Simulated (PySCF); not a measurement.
## Potential energy of SrCa⁺ along the bond

Set-up: Sr def2-SVP with ECP28, Ca def2-SVP; scalar-relativistic core potentials (PySCF 2.14). Energies in eV from Sr⁺ + Ca in their ground configurations at the same level. State: ²Σ⁺ (doublet), unpaired electrons σ ↑.

All columns are PBE0. A positive dipole points towards Ca; it is taken about the centre of mass and depends on that origin.

```tsv
R (Å)	E (eV)	μ (D)	Mulliken charge on Sr (basis-dependent)	HOMO (eV)	LUMO (eV)	Mayer bond order	⟨S²⟩
3.493	-0.786	1.90	0.63	-7.42	-5.78	0.79	0.79
3.655	-0.928	2.02	0.61	-7.45	-5.81	0.77	0.79
3.817	-1.007	2.13	0.59	-7.47	-5.85	0.75	0.79
3.939	-1.034	2.21	0.58	-7.50	-5.88	0.74	0.80
4.061	-1.041	2.29	0.57	-7.52	-5.90	0.72	0.80
4.183	-1.033	2.36	0.55	-7.54	-5.93	0.70	0.80
4.345	-1.005	2.44	0.54	-7.58	-5.97	0.68	0.81
4.548	-0.952	2.52	0.53	-7.61	-6.02	0.65	0.81
4.792	-0.875	2.58	0.52	-7.65	-6.08	0.63	0.82
5.117	-0.766	2.61	0.52	-7.70	-6.16	0.60	0.82
```

A fit through these points gives, at Re = 4.052 Å, μ = 2.29 D and dμ/dR = 0.608 D/Å; the reduced mass is 27.47 u.

Problem. How strong is the fundamental in the double-harmonic approximation, I = 42.26·(dμ/dR)²/μred km/mol?

Solution. I = 42.26·(0.608)²/27.47 = 0.569 km/mol at PBE0.

Spin–orbit coupling is left out. For an ion De counts to the pair picked by the measured ionisation energies or electron affinities, which need not be the lowest pair at this level. The state was picked by a PBE0 search and need not be the measured ground state.
